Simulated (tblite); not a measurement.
Compound: C6H6FP.
SMILES: `c1(pc(ccc1)C)F`

Computed values, GFN2-xTB/tblite, gas phase, harmonic and unscaled. Against measured fundamentals such values can be off by several per cent, at times by over 20.

Harmonic wavenumbers (cm⁻¹): 66.3, 129.0, 204.8, 274.3, 353.7, 355.1, 369.6, 456.5, 468.1, 564.3, 684.1, 710.2, 788.4, 806.7, 893.6, 918.9, 988.6, 1019.6, 1081.6, 1122.7, 1179.5, 1210.8, 1246.6, 1335.4, 1396.8, 1401.9, 1475.1, 1478.0, 1511.8, 1562.9, 2999.4, 3012.3, 3032.5, 3048.3, 3077.0, 3088.5.

A = 3034, B = 1539, C = 1027 MHz; mass 128.019 u (most abundant isotopes); point group Cs, symmetry number 1.

**Question.** What is the zero-point energy?

**Answer.** Half the sum of the wavenumbers: 22156 cm⁻¹ = 265.05 kJ/mol.

**Question.** What is S at 298.15 K and 1 bar for an ideal gas of classical rigid rotors and harmonic oscillators?

**Answer.** Translation 169.37, rotation 119.64, vibration 75.87: S = 364.9 J/(mol K).

**Question.** And Cp and H(298.15 K) − H(0)?

**Answer.** Cp = 126.94 J/(mol K), of which vibrations give 93.68 (their classical limit is 36 R = 299.3); H(298.15 K) − H(0) = 22.87 kJ/mol without the zero-point energy, 12.96 from vibrations.

**Question.** How do the functions run with temperature in this model?

**Answer.** 
```json
{"T (K)": "150", "S (J/(mol K))": "296.9", "Cp (J/(mol K))": "76.5", "H − H(0) (kJ/mol)": "7.79", "G − H(0) (kJ/mol)": "-36.75", "ln q(vib)": "1.45"}
{"T (K)": "250", "S (J/(mol K))": "344.0", "Cp (J/(mol K))": "110.7", "H − H(0) (kJ/mol)": "17.15", "G − H(0) (kJ/mol)": "-68.85", "ln q(vib)": "3.07"}
{"T (K)": "400", "S (J/(mol K))": "406.8", "Cp (J/(mol K))": "158.9", "H − H(0) (kJ/mol)": "37.47", "G − H(0) (kJ/mol)": "-125.24", "ln q(vib)": "5.72"}
{"T (K)": "600", "S (J/(mol K))": "480.9", "Cp (J/(mol K))": "206.5", "H − H(0) (kJ/mol)": "74.34", "G − H(0) (kJ/mol)": "-214.18", "ln q(vib)": "9.37"}
{"T (K)": "900", "S (J/(mol K))": "573.6", "Cp (J/(mol K))": "249.7", "H − H(0) (kJ/mol)": "143.38", "G − H(0) (kJ/mol)": "-372.84", "ln q(vib)": "14.65"}
```

q(vib) and H(0) count from the zero-point level.

**Question.** Which modes carry the vibrational entropy at 298.15 K?

**Answer.** 66.3 cm⁻¹: 17.83; 129.0 cm⁻¹: 12.39; 204.8 cm⁻¹: 8.74; 274.3 cm⁻¹: 6.56; 353.7 cm⁻¹: 4.81; 355.1 cm⁻¹: 4.78 J/(mol K); the other 30 give 20.75 together.

**Question.** What must be added to the electronic energy to get the Gibbs energy at 298.15 K and 1 bar?

**Answer.** ZPE + [H(298.15 K) − H(0)] − T·S = 265.05 + 22.87 − 108.79 = 179.13 kJ/mol.

**Question.** Blend soft modes into free rotors: weight 1/[1 + (100 cm⁻¹/ν̃)⁴] for the oscillator and the rest for a rotor with moment μB/(μ + B), μ = h/(8π²ν), B = 10⁻⁴⁴ kg m². What vibrational entropy results?

**Answer.** 72.06 J/(mol K) in place of 75.87, which changes −T·S at 298.15 K by +1.14 kJ/mol.

Hindered rotation and anharmonicity are outside this model.
